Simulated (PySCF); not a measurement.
Job for PySCF: R-B3LYP/3-21G on CH5NOSe (SMILES CO[Se]N), a point of a torsion scan.

```python
from pyscf import gto, scf, dft, mp
from pyscf.data.elements import chemcore

mol = gto.M(
    atom='''
    C    -1.52412745    0.02236149    0.33477605
    O    -0.86667343    0.55652752   -0.78669784
    Se   -0.36665876    2.32716520   -0.77854073
    N     1.32394137    2.27765074   -0.12766452
    H    -2.25469452    0.71621609    0.75775123
    H    -0.81244674   -0.25890302    1.11868643
    H    -2.04191444   -0.87350817   -0.01171288
    H     1.39507146    1.99910055    0.84451091
    H     1.96112641    1.73298608   -0.69700637
    ''',
    basis='3-21g',
    charge=0, spin=0, verbose=3, max_memory=1800)
mf = dft.RKS(mol, xc='b3lyp')
mf.conv_tol = 1e-8
mf.max_cycle = 100
mf.kernel()
if not mf.converged:
    mf = mf.newton().run(mf.mo_coeff, mf.mo_occ)
```

### Question
Predict the final total energy.

### Answer
-2560.3204 hartree.
